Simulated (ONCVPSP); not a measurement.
**Transferability test, ONCV potential for phosphorus (P)**

P (Z = 15), optimised norm-conserving Vanderbilt (ONCV), made with ONCVPSP 4.0.1 (PBEsol, scalar-relativistic). Core [Ne], reference 3s2 3p3. Waves: 3s: rc 1.60 bohr, ncon 4, nbas 8, qcut 4.3 1/bohr, 1 projector; 3p: rc 1.65 bohr, ncon 5, nbas 10, qcut 4.3 1/bohr, 2 projectors, debl 1.3 Ha; d scattering state at 0.2 Ha: rc 1.30 bohr, ncon 4, nbas 8, qcut 7.5 1/bohr, 2 projectors, debl 3.4 Ha. Local part: polynomial inside 1.00 bohr (lpopt 5, dvloc0 4 Ha). Core correction: none.

Energies are relative to the spin-unpolarised reference configuration 3s2 3p3; without spin polarisation the order of configurations can differ from experiment.

```tsv
valence configuration	charge	ΔE all-electron (eV)	error AE − PS (meV)
3s2 3p2	+1	9.698	+1.7
3s2 3p0	+3	58.516	+91
```

Task: What are ΔE and the potential's error for 3s2 3p1?

Result: ΔE = 28.810 eV all-electron; the error (AE − PS) is +20 meV.

Task: What are ΔE and the potential's error for 3s2 3p2.5?

Result: ΔE = 3.760 eV all-electron; the error (AE − PS) is +0.1 meV.

Levels in the configuration 3s2 3p2.5:

| level | all-electron (eV) | pseudo (eV) |
| --- | --- | --- |
| 3s | -18.373 | -18.370 |
| 3p | -9.633 | -9.632 |
